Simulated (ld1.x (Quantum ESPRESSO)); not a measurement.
**What one change does to a pseudopotential (titanium, ultrasoft)**

Ti, ultrasoft, made with ld1.x (Quantum ESPRESSO) 7.5 (BLYP, scalar-relativistic). Core [Ar], reference 3d2 4s1.75 4p0.25. Waves: 4s (bound): rcut 2.20, rcutus 2.90 bohr; 4s channel at 0.05 Ry: rcut 2.20, rcutus 2.90 bohr; 4p (bound): rcut 3.00, rcutus 3.35 bohr; 4p channel at 1.35 Ry: rcut 3.00, rcutus 3.35 bohr; 3d (bound): rcut 1.70, rcutus 2.40 bohr; 3d channel at 3.2 Ry: rcut 1.70, rcutus 2.40 bohr. Local part: all-electron potential smoothed inside 1.95 bohr (lloc = -1). Core correction: a·sin(br)/r model core inside 1.30 bohr. Augmentation charge: PSQ, radius 1.30 bohr.

All-electron outer shells of the reference configuration (BLYP, scalar-relativistic, ld1.x):

| shell | level (eV) | outermost node (bohr) | outermost maximum (bohr) |
| --- | --- | --- | --- |
| 3s | -62.69 | 0.40 | 0.87 |
| 3p | -38.99 | 0.37 | 0.90 |
| 4s | -4.55 | 1.24 | 2.88 |
| 3d | -4.47 | – | 0.97 |
| 4p | -1.50 | 1.39 | 3.80 |

Change: local potential all-electron potential smoothed inside 2.78 bohr (lloc = -1).

Cutoffs: the cutoffs (Ry, on a coarse ladder) from which the occupation-weighted sum of valence levels, in a spherical-Bessel basis at the reference potential, stays within 10 and 1 mRy of its value at 400 Ry; they do not see the model core or the augmentation charge, which bear on the density cutoff. Errors are all-electron minus pseudo energies relative to the spin-unpolarised reference configuration.

Q: How do hardness, ghosts and transferability respond?

A: The potential gets neither clearly harder nor softer (15 Ry and 18 Ry → 15 Ry and 18 Ry); of the 7 tests that both files solve, the error grows in 4 and shrinks in 0 by more than 15 % and 0.3 meV (median size 11.7 → 21.7 meV); the range in which the d phases agree narrows (upper end at the end of the scan → 0.3); neither file shows a bound ghost at the reference potential, the only one tested.

```csv
quantity,base,changed
"cutoff, loose",15 Ry,15 Ry
"cutoff, tight",18 Ry,18 Ry
bound ghosts,none,none
"error for 3d2 4s2 4p0, meV [ΔE -0.76 eV]",0.0,0.0
"error for 3d2 4s1 4p0, meV [ΔE 6.53 eV]",-1.0,-2.4
"error for 3d2 4s0 4p0, meV [ΔE 20.25 eV]",-12,-22
"error for 3d1 4s0 4p0, meV [ΔE 47.19 eV]",-677,-698
"error for 3d3 4s1 4p0, meV [ΔE 0.36 eV]",-69,-90
"error for 3d1 4s2 4p0, meV [ΔE 8.88 eV]",-94,-248
"error for 3d2 4s1.5 4p0, meV [ΔE 2.13 eV]",-0.2,-0.4
s: phases at 3.63 bohr within 0.05 rad from the reference energy up to (Ry; the scan ends near 5),2.1,1.8
p: phases at 3.63 bohr within 0.05 rad from the reference energy up to (Ry; the scan ends near 5),2.4,2.4
d: phases at 3.63 bohr within 0.05 rad from the reference energy up to (Ry; the scan ends near 5),to the end of the scan,0.3
lowest overlap eigenvalue by channel,"s 0.34, p 0.55, d 0.83","s 0.41, p 0.62, d 0.88"
```

Base: These tests converged, but a pseudo level misses the all-electron one widely, so the file describes the atom poorly there or has found another state: 3d1 4s0 4p0: empty 4s by 5.1 eV (a node warning on the way).
